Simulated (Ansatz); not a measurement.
The cluster Sr2O2. The state is a singlet with charge 0. Geometry PBE-D4/def2-TZVP.

```csv
atom,x (Å),y (Å),z (Å)
Sr1,-1.482,0.682,0.954
Sr2,1.785,-0.574,0.238
O3,0.094,0.656,-0.722
O4,-0.397,-0.764,-0.470
```

In the def2 sets Sr takes a core potential; there is no spin–orbit coupling. The structure holds 1 bond(s) between oxygen atoms. The restricted singlet is unstable towards broken spin symmetry at other levels; at LDA (SPW92)/def2-TZVP, PBE-D4/def2-TZVP, r2SCAN-D4/def2-TZVP, PBE0-D4/def2-TZVP this wasn't settled. The geometry of the singlet was relaxed on an unsound state (restricted singlet, unstable towards broken spin symmetry at other levels and untested here). Another isomer (singlet) lies 2.84 eV lower at PBE0-D4/def2-TZVP; other spin states weren't run for this one.

Q: Estimate the orbital energies around the gap (eV) in Ansatz with LDA (SPW92)/def2-TZVP, PBE-D4/def2-TZVP, r2SCAN-D4/def2-TZVP, PBE0-D4/def2-TZVP.

A: 
| orbital | LDA (SPW92)/def2-TZVP | PBE-D4/def2-TZVP | r2SCAN-D4/def2-TZVP | PBE0-D4/def2-TZVP |
| --- | --- | --- | --- | --- |
| HOMO−5 | -9.53 | -9.24 | -9.47 | -10.37 |
| HOMO−4 | -8.32 | -8.06 | -8.42 | -9.71 |
| HOMO−3 | -8.19 | -7.94 | -8.31 | -9.60 |
| HOMO−2 | -5.49 | -5.25 | -5.51 | -6.68 |
| HOMO−1 | -4.95 | -4.73 | -4.99 | -6.17 |
| HOMO | -3.07 | -2.91 | -2.90 | -3.28 |
| LUMO | -2.37 | -2.23 | -2.18 | -1.87 |
| LUMO+1 | -1.46 | -1.30 | -1.17 | -0.81 |
| LUMO+2 | -1.30 | -1.23 | -1.17 | -0.77 |
| LUMO+3 | -1.07 | -0.91 | -0.71 | -0.32 |
| LUMO+4 | -0.81 | -0.70 | -0.50 | -0.24 |
| LUMO+5 | -0.78 | -0.68 | -0.50 | -0.20 |
